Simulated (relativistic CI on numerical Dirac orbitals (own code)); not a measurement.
# Yb⁴⁺: computed level list

Method of calculation: Dirac-Coulomb-Breit CI, separate exchange-only KLI orbitals for each configuration, model QED (radiative potential, 1s self-energy scaled to tabulated hydrogen-like ionisation energies), valence Slater integrals scaled by 0.85, configuration energies shifted to the measured levels that pair with them (semi-empirical) (own radial code, finite nucleus).

Configuration list (outside the closed core [Kr] 4d10): 4f12 5s2 5p6, 4f11 5s2 5p6 5d, 4f10 5s2 5p6 5d2, 4f14 5s2 5p4, 4f13 5s2 5p5, 4f12 5s2 5p5 5d, 4f11 5s2 5p6 6s, 4f11 5s2 5p6 6p, 4f12 5s2 5p5 5g, 4f12 5s2 5p5 6s, 4f12 5s 5p6 5d, 4f13 5s2 5p4 5d, 4f11 5s2 5p6 6d, 4f11 5s2 5p6 7s, 4f11 5s2 5p6 7p, 4f14 5p6, 4f11 5s2 5p6 5g, 4f11 5s2 5p6 7d, 4f12 5s 5p6 5f, 4f13 5s 5p6, 4f11 5s2 5p6 6g, 4f14 5s 5p5, 4f12 5s2 5p5 7s, 4f13 5s2 5p4 6s, 4f13 5s 5p5 6s. Levels of other configurations are missing.

The lowest level is 4f12 5s2 5p6 3H_6, with 99 % of that term; Hund's rules for 4f12 5s2 5p6 give 3H with J = 6, in agreement.

```
No.  Configuration  Term  J   E (eV)   %  Landé g  Lifetime (s)
  1   4f12 5s2 5p6    3H  6   0.0000  99    1.164              
  2   4f12 5s2 5p6    3F  4   0.7430  56    1.124      4.10e+04
  3   4f12 5s2 5p6    3H  5   1.1716  99    1.032      4.49e-02
  4   4f12 5s2 5p6    3H  4   1.7610  53    0.975      1.16e-01
  5   4f12 5s2 5p6    3F  3   2.0612  99    1.082      5.60e-02
  6   4f12 5s2 5p6    3F  2   2.1371  76    0.754      1.43e+02
  7   4f12 5s2 5p6    1G  4   2.8978  51    0.947      2.30e-02
  8   4f12 5s2 5p6    1D  2   3.9840  44    1.109      2.32e-02
  9   4f12 5s2 5p6    1I  6   4.7621  98    1.000      4.68e-02
 10   4f12 5s2 5p6    3P  0   5.1167  93               5.61e+00
 11   4f12 5s2 5p6    3P  1   5.2863  99    1.500      6.11e-02
 12   4f12 5s2 5p6    3P  2   5.4700  62    1.299      2.16e-02
 13   4f12 5s2 5p6    1S  0  10.4130  92               3.69e-03
```

Energies count from the lowest computed level; lifetimes are radiative, by E1, M1, E2 decay to levels of this space only. The list stops below the first level whose count of f electrons has no measured partner.

The mean weight of the leading LS term, summed over parents, in these 13 levels is 79 %, and that of the leading jj configuration (from the same eigenvectors) 80 %.

Configurations whose levels could be paired with our table of measured levels were shifted onto them, all but the ground configuration, by the median error of their levels; single terms can still be off by 1,000 to 2,000 cm⁻¹ or more, and rates follow the energies as ν³ (E1, M1) or ν⁵ (E2). The others borrow a shift and can be off by several thousand cm⁻¹ or more. Levels and lines within the n = 5 or 6 shells can be off by up to 10 % or somewhat more, and those that change n by about 2 %, since core polarisation is missing. 8 of the 11 excited levels that our extract of the measured tables holds in this range could be paired (the sources list more); they are missed by 690 cm⁻¹ on average and 1556 at most, after the shifts were fitted to these levels, and levels without a partner can miss by more. Some levels of the ground configuration have no partner and can miss by 10 % or more. Levels that differ in their count of f electrons can be misplaced by several ten thousand cm⁻¹, since the correlation energy of f electrons is missing or only estimated; rates across such gaps can be off by orders of magnitude.

LS names give the leading component of a level, which can be under half, so a name can repeat, a term be missing and a line seem to break the LS rules.
